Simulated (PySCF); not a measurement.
**Radial density of Mg²⁺ (magnesium, charge +2)**

r2SCAN, [Ne], closed-shell 1S. Computed with PySCF 2.14 in x2c-SVPall (4s3p1d, 18 functions), with scalar relativity by spin-free X2C-1e.

```csv
r (bohr),4πr²ρ (e/bohr)
0.00222,0.06424
0.00373,0.1790
0.00627,0.4858
0.0105,1.242
0.0177,2.887
0.0298,6.078
0.0502,10.51
0.0844,13.39
0.142,10.65
0.239,7.305
0.402,10.17
0.676,9.418
1.14,2.847
1.91,0.1923
3.22,0.0004355
5.41,1.981e-05
```

Densities and radii are taken from the X2C orbitals without a picture-change correction, which distorts them close to the nucleus.
